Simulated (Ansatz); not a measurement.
```yaml
crystal:
  periodic: [true, true, true]
  atoms:
    - {symbol: Nb, position_ang: [0.003223, -0.005092, 0.252270]}
    - {symbol: Se, position_ang: [0.025012, 0.012129, 2.563621]}
    - {symbol: O, position_ang: [1.646888, -0.727538, -0.349857]}
    - {symbol: Si, position_ang: [3.199914, -1.393146, -0.212197]}
    - {symbol: H, position_ang: [3.588977, -1.451280, 1.237762]}
    - {symbol: H, position_ang: [4.156995, -0.523874, -0.977274]}
    - {symbol: H, position_ang: [3.180906, -2.773409, -0.805026]}
    - {symbol: O, position_ang: [-0.204982, 1.778890, -0.348218]}
    - {symbol: Si, position_ang: [-0.389081, 3.457236, -0.194986]}
    - {symbol: H, position_ang: [-0.476520, 3.816365, 1.261018]}
    - {symbol: H, position_ang: [-1.645151, 3.863351, -0.911737]}
    - {symbol: H, position_ang: [0.797276, 4.125613, -0.829373]}
    - {symbol: O, position_ang: [-1.451214, -1.077183, -0.315292]}
    - {symbol: Si, position_ang: [-2.816394, -2.064656, -0.126447]}
    - {symbol: H, position_ang: [-3.063098, -2.296653, 1.336689]}
    - {symbol: H, position_ang: [-2.559390, -3.367510, -0.827934]}
    - {symbol: H, position_ang: [-3.993362, -1.373253, -0.753018]}
basis:
  gaussian: {orbitals: STO-3G}
hamiltonian: {xc: {name: BHLYP}, dispersion: d3bj}
scf: {omitted_lower_state_checks: [starts]}
output: {forces: true}
```

```sh
$ ansatz run in.yaml --threads 4 --pin off --events-out ev --progress --plain --max-ram 4787MiB
```

Shortened log:

```
Error: YAML parse error: error: line 2 column 3: crystal: missing field `lattice` (a structure is typed as `lattice` and `atoms`, a molecule's as `atoms` in Å alone, or read from a run's directory, `checkpoint`)
 --> <input>:2:3
1 | crystal:
2 |   periodic: [true, true, true]
3 |   atoms:
4 |     - {symbol: Nb, position_ang: [0.003223, -0.005092, 0.252270]}
```

In this input the species is marked periodic without a cell. The input was rejected before any iteration.
